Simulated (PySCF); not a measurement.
Match the calculated data to a structure.

All candidates are C4H12OSi2.

- 13C NMR: chemical shifts (computed TMS as zero) by class: 205.8 (1 C), 46.8 (1 C), 3.6 (1 C), -9.4 (1 C) ppm [GIAO PBE0/pcSseg-1]
- Triplet: lowest triplet excitation (Tamm–Dancoff): 3.78 eV [TDA B3LYP/def2-SVPD]
- UV, first state: lowest singlet excitation: 4.37 eV (284 nm, f = 0.000) [TDDFT B3LYP/def2-SVPD]
- Dipole: 2.42 D [B3LYP/def2-SVPD]
- NMR, other nuclei: isotropic shieldings of nuclei other than C and H, by class: -360 (1 O), 420 (1 Si), 428 (1 Si) ppm [GIAO PBE0/pcSseg-1]
- Rotational structure: rotational constants A, B, C: 4.091, 0.687, 0.654 GHz [GFN2-xTB]
- UV, strongest line: among the 8 lowest singlet transitions: S5 at 6.73 eV (184 nm, f = 0.041) [TDDFT B3LYP/def2-SVPD]

Electronic properties: PySCF, gas phase, density fitting. Levels stand in brackets. The structure is a single GFN2-xTB conformer in the gas phase; no vibrational or solvent corrections. NMR classes are plain means over equivalent atoms (diastereotopic ones count apart unless rotation or inversion swaps them), as if these changed places fast.

Question: Which candidate is it?
A. `C[SiH2][SiH2]CCC=O`
B. `O=CCCC[SiH2][SiH3]`
C. `C=C[SiH2][SiH2]COC`
D. `C[SiH](C)[SiH2]CC=O`

Answer: A. It is `C[SiH2][SiH2]CCC=O`. Numbering: `[CH3:1][SiH2:2][SiH2:3][CH2:4][CH2:5][CH:6]=[O:7]`. Its formula, C4H12OSi2, gives 1 degree of unsaturation: 0 rings and 1 π bond in the structure found. 4 carbons fall into 4 classes; from least to most shielded: aldehyde carbon [C6] (205.8 ppm), sp3 carbon next to a carbonyl [C5] (46.8 ppm), sp3 carbon bound to silicon [C4] (3.6 ppm), Si-methyl carbon [C1] (-9.4 ppm). The other shieldings belong to: -360 ppm, aldehyde oxygen [O7]; 420 ppm, SiH2 silicon [Si3]; 428 ppm, SiH2 silicon [Si2]. S1 is mainly HOMO→LUMO (weight 0.96); the largest Löwdin shares of the orbital it empties are 0.55 on the aldehyde oxygen, 0.15 on the aldehyde carbon, 0.10 on the sp3 carbon next to a carbonyl and 0.09 on the formyl hydrogen, of the orbital it fills 0.41 on the aldehyde carbon, 0.35 on the aldehyde oxygen, 0.09 on the sp3 carbon next to a carbonyl and 0.06 on the formyl hydrogen. The optimised geometry has point group C1 and is an asymmetric top.

The others, at the same levels:
- `C[SiH](C)[SiH2]CC=O` fails: it has 3 carbon classes against 4; its computed 13C shifts are 206.9 (1 C), 34.2 (1 C), -3.2 (2 C) ppm, rotational constant A is 2.487 GHz (against 4.091 GHz) and smallest rotational constant is 0.859 GHz (against 0.654 GHz).
- `C=C[SiH2][SiH2]COC` fails: its computed 13C shifts are 145.4 (1 C), 136.9 (1 C), 65.3 (1 C), 62.3 (1 C) ppm, rotational constant A is 1.825 GHz (against 4.091 GHz) and smallest rotational constant is 0.900 GHz (against 0.654 GHz).
- `O=CCCC[SiH2][SiH3]` fails: its computed 13C shifts are 206.4 (1 C), 52.5 (1 C), 21.7 (1 C), 12.3 (1 C) ppm, strongest line among the 8 lowest singlet transitions is S7 at 7.13 eV (174 nm, f = 0.044) (against S5 at 6.73 eV) and rotational constant A is 2.649 GHz (against 4.091 GHz).

Each candidate is one conformer, not necessarily the lowest. The conformers computed, where there is a choice (atom-mapped SMILES and torsion angles):
- `[CH3:1][SiH2:2][SiH2:3][CH2:4][CH2:5][CH:6]=[O:7]`: C1–Si2–Si3–C4 -177°, Si2–Si3–C4–C5 -172°, Si3–C4–C5–C6 70°, C4–C5–C6–O7 0°
- `[CH3:1][SiH:2]([CH3:3])[SiH2:4][CH2:5][CH:6]=[O:7]`: C1–Si2–Si4–C5 -82°, Si2–Si4–C5–C6 64°, Si4–C5–C6–O7 -81°
- `[CH2:1]=[CH:2][SiH2:3][SiH2:4][CH2:5][O:6][CH3:7]`: C1–C2–Si3–Si4 97°, C2–Si3–Si4–C5 -50°, Si3–Si4–C5–O6 -39°, Si4–C5–O6–C7 179°
- `[O:1]=[CH:2][CH2:3][CH2:4][CH2:5][SiH2:6][SiH3:7]`: O1–C2–C3–C4 -9°, C2–C3–C4–C5 -73°, C3–C4–C5–Si6 175°, C4–C5–Si6–Si7 -64°
